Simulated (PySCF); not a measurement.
The same groups moved round the core (propene formyl). Isolated molecules, 0 K electronic values unless said otherwise. One relaxed conformer stands for each flexible species; it need not be the lowest. Strings in code marks are SMILES.

The numbers are results of PBE-D3(BJ)/def2-TZVP // B3LYP-D3(BJ)/def2-TZVP (PySCF), not measurements. Excitations are Tamm–Dancoff values on a coarser integration grid. The basis has no diffuse functions, so Rydberg states are missing or too high.

```tsv
species	brightest of the four lowest singlets (TDA) (eV)	T1 excitation (TDA) (eV)
`C=C(C)C=O` (C–C–C–O torsion 180°)	5.93	2.84
`C=CCC=O` (C–C–C–C torsion -120°, C–C–C–O torsion 131°)	–	3.42
`C/C=C/C=O` (C–C–C–O torsion 0°)	5.78	[?]
`O=C/C=C\C` (C–C–C–O torsion 1°)	5.77	2.56
```

Question: Complete the blanks.

Answer: 
- `C/C=C/C=O` (C–C–C–O torsion 0°), T1 excitation (TDA) (eV): 2.68
